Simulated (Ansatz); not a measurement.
## Counterpoise correction, worked out

The pair of H2O (SMILES O, atoms 1–3) and HBr (SMILES Br, atoms 4–5), both closed shells, in one local arrangement (a lower one may exist), relaxed at PBE0-D4/def2-TZVP:

```
5
angstrom
O -0.3199 -0.1156 -0.8303
H -0.2446 0.7454 -1.2505
H 0.3218 -0.6800 -1.2698
Br 0.2745 0.0761 2.3811
H -0.0317 -0.0259 0.9695
```

Program: Ansatz 0.2.0. Basis: def2-TZVPPD. Cores are frozen in the correlated methods. Filled d shells of the heavier atoms are correlated. The def2 sets are not built for correlating such inner shells, so the correlated values are less sure here.

CCSD(T) total energies in eV:

| system | geometry | basis functions | energy |
| --- | --- | --- | --- |
| pair | pair | all | -72100.87948 |
| H2O | as in the pair | all (partner as ghosts) | -2077.34799 |
| HBr | as in the pair | all (partner as ghosts) | -70023.36378 |
| H2O | as in the pair | its own | -2077.33397 |
| HBr | as in the pair | its own | -70023.34112 |
| H2O | free (PBE0-D4 minimum) | its own | -2077.33568 |
| HBr | free (PBE0-D4 minimum) | its own | -70023.35390 |

**Question.** Work out the interaction energy with and without the counterpoise correction, the superposition error, and the binding energy from the relaxed fragments.

**Answer.** Without correction: -72100.87948 − (-2077.33397) − (-70023.34112) = -0.20439 eV.
With correction (each fragment in the whole basis): -72100.87948 − (-2077.34799) − (-70023.36378) = -0.16771 eV = -3.87 kcal/mol.
The superposition error is the difference, 0.03668 eV, 18 % of the uncorrected value: each fragment borrows its partner's functions.
Deformation from the free shapes: 0.00171 eV for H2O and 0.01278 eV for HBr.
Binding energy from relaxed fragments: -0.16771 + 0.00171 + 0.01278 = -0.15322 eV = -3.53 kcal/mol (electronic, without zero-point energy; negative means bound). For comparison, the corrected interaction energy by CCSD(T) at an estimated basis limit (MP2 extrapolated from triple and quadruple zeta, plus CCSD(T) − MP2 in triple zeta) is -0.206 eV; triple zeta with the correction binds less.

The T1 diagnostic stays at or below 0.011.

For scale, one of the runs: CCSD(T)/def2-TZVPPD, 148 basis functions, launched by `ansatz run in.yaml --threads 2 --pin off --events-out ev --progress --plain --max-ram 5222MiB`. Time: 14 s of wall clock on 2 CPU threads of an AMD EPYC 9R14; the host was shared. Peak host memory: 0.97 GiB.
